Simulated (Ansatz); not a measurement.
System: C$_{4}$H$_{10}$Be, charge 0, multiplicity 1. 
Geometry from a B3LYP-D3(BJ)/def2-TZVP (Ansatz, a first-principles code) optimisation:
```xyz
15

Be     0.0000     0.0000     0.0000
C     -0.2735    -0.5904     1.5565
C      0.0569    -2.0805     1.7789
H     -1.3238    -0.4103     1.8228
H      0.3000     0.0165     2.2700
H     -0.1422    -2.3993     2.8058
H     -0.5320    -2.7259     1.1225
H      1.1088    -2.2946     1.5745
C      0.2735     0.5904    -1.5565
C     -0.0569     2.0805    -1.7789
H     -0.3000    -0.0165    -2.2700
H      1.3238     0.4103    -1.8228
H      0.1422     2.3993    -2.8058
H     -1.1088     2.2946    -1.5745
H      0.5320     2.7259    -1.1225
```

Property: vertical ionisation energy (to the doublet state of charge +1; each state is the SCF solution reached for its spin; for the doublet the Hartree-Fock reference is unstable and T1 is 0.019), in eV. Valence correlation only, unless marked. UHF or UKS for open shells. No spin-orbit coupling. No relativistic terms.  The program attaches cautions to a run behind CCSD/def2-QZVPPD: other roots. The program attaches cautions to a run behind CCSD(T)/def2-TZVPPD: other roots.

```json
[
 {"level": "PBE/def2-TZVPD", "program": "Ansatz", "vertical ionisation energy (eV)": "8.97"},
 {"level": "PBE0/def2-TZVPD", "program": "Ansatz", "vertical ionisation energy (eV)": "9.33"},
 {"level": "wB97X-V/def2-TZVPD", "program": "Ansatz", "vertical ionisation energy (eV)": "9.69"},
 {"level": "RI-MP2/def2-TZVPPD", "program": "Ansatz", "vertical ionisation energy (eV)": "10.02"},
 {"level": "CCSD/def2-QZVPPD", "program": "Ansatz", "vertical ionisation energy (eV)": "9.83"},
 {"level": "CCSD(T)/def2-TZVPPD", "program": "Ansatz", "vertical ionisation energy (eV)": "9.75"}
]
```
